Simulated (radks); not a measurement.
Problem. Re22+, configuration [Kr] 4d10 4f7. All-electron calculation, scalar-relativistic Kohn-Sham, SCAN, spin-polarised, spherical densities, finite nucleus; open shells are filled with parallel spins first (spin-orbit coupling, left out, can overturn this in heavy ions); meta-GGA in the generalised Kohn-Sham scheme; Fermi nuclear charge, rms radius 5.3698 fm. Program: a radial shooting solver on a logarithmic mesh with Libxc functionals. Some entries of the table are withheld. Estimate them.

| orbital | occ. | eigenvalue (eV) | <1/r> (bohr^-1) |
|---|---|---|---|
| 1s down | 1 | -72355.81 | 88.73 |
| 1s up | 1 | -72355.77 | 88.73 |
| 2s up | 1 | -13089.75 | 20.78 |
| 2s down | 1 | -13089.35 | 20.78 |
| 2p up | 3 | -11500.10 | 18.75 |
| 2p down | 3 | -11499.80 | 18.75 |
| 3s up | 1 | -3526.918 | 7.707 |
| 3s down | 1 | -3519.613 | 7.724 |
| 3p up | 3 | -3055.161 | 7.094 |
| 3p down | 3 | -3047.454 | 7.111 |
| 3d up | 5 | -2519.295 | 6.688 |
| 3d down | 5 | -2512.993 | 6.702 |
| 4s up | 1 | (1) | 3.374 |
| 4s down | 1 | (2) | 3.360 |
| 4p up | 3 | -1048.481 | 3.100 |
| 4p down | 3 | -1035.520 | 3.086 |
| 4d up | 5 | -846.9361 | 2.830 |
| 4d down | 5 | -833.7537 | 2.815 |
| 4f up | 7 | -625.1668 | 2.532 |

Solution. 
(1) 4s up eigenvalue (eV): -1209.565
(2) 4s down eigenvalue (eV): -1196.182
